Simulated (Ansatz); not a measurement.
`CO[Si](O)(F)Cl` → C• + Cl• + F• + 4 H• + 2 O• + Si•  (atomization)

Gas-phase electronic energies from Ansatz, PBE0-D4/def2-TZVP geometries. CCSD(T)/CBS adds triple-zeta CCSD(T) − MP2 to the extrapolated MP2 energy (def2 sets, frozen cores). This one scheme is used for every species, atoms too. For atomizations the MP2-based limit and the directly extrapolated one differ by several kJ/mol either way, and by 10 to 25 for some Ge, Se and Sn compounds, so smaller differences from it don't rank the levels. DFT in def2-TZVPP. No spin–orbit coupling; open shells (•) take unrestricted orbitals. Spin–orbit coupling would lower the free atoms: a little for C, Cl, F, O, Si. Each species was taken in one conformer, which may not be the lowest.

```
             level  ΔE (kcal/mol)
       LDA (SPW92)         1115.7
         revPBE-D4          955.6
            B2PLYP          957.9
          PBE-QIDH          961.1
       HF/def2-SVP          690.9
   CCSD/def2-TZVPP          929.7
CCSD(T)/def2-TZVPP          944.9
      HF/CBS(def2)          707.5
```

(1) What does CCSD(T)/CBS give? (Estimate.)

Largest T1 diagnostic among the species: 0.012.

## Answers

(1) The calculation gave: +974.9 kcal/mol. The listed levels differ from it by 140.8, -19.3, -17.0, -13.8, -284.0, -45.2, -30.0, -267.4 kcal/mol.

In def2-TZVPP, CCSD(T) changes the Hartree–Fock value by +240.4 kcal/mol (the triples alone add +15.2 kcal/mol) and MP2 by +271.6 kcal/mol; breaking electron pairs costs correlation energy, which Hartree–Fock lacks. At CCSD(T), def2-SVP lies −79.0 kcal/mol from the extrapolated value and def2-TZVPP −30.0 kcal/mol: correlation converges slowly with the basis, and small sets miss more of it in the bonded molecule than in its fragments. The D4 term adds +9.2 kcal/mol with B3LYP and +4.8 kcal/mol with PBE0; it sums over pairs of atoms, weighted by their polarisabilities, and B3LYP, whose exchange is more repulsive, gets the larger term.

B3LYP here is the variant with VWN-RPA as its local correlation; programs differ in this.
